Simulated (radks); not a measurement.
The nuclear charge of the iron ion Fe2+ is varied continuously with 24 electrons held in [Ar] 3d6. Method: Dirac Kohn-Sham, PBE, spin-unpolarised, spherical densities, point nucleus; open shells are shared between the two j in proportion to 2j + 1; computed with a radial shooting solver on a logarithmic mesh with Libxc functionals. By the Hellmann-Feynman theorem dE/dZ = E(electron-nucleus)/Z, the electronic potential at the nucleus.

Z = 25.5: E (hartree) -1214.07794; E(electron-nucleus)/Z (hartree) -113.496; HOMO 3d5/2; e(HOMO) (eV) -17.549; <r> HOMO (bohr) 1.181
Z = 26: E (hartree) -1271.55928; E(electron-nucleus)/Z (hartree) -116.428; HOMO 3d5/2; e(HOMO) (eV) -25.653; <r> HOMO (bohr) 1.083
Z = 26.5: E (hartree) -1330.50486; E(electron-nucleus)/Z (hartree) -119.353; HOMO 3d5/2; e(HOMO) (eV) -34.856; <r> HOMO (bohr) 1.006
Z = 27: E (hartree) -1390.91204; E(electron-nucleus)/Z (hartree) -122.275; HOMO 3d5/2; e(HOMO) (eV) -45.075; <r> HOMO (bohr) 0.9418

The central difference of E at Z = 26 is -116.427 hartree, to compare with the third column; the second derivative is -5.86 hartree.
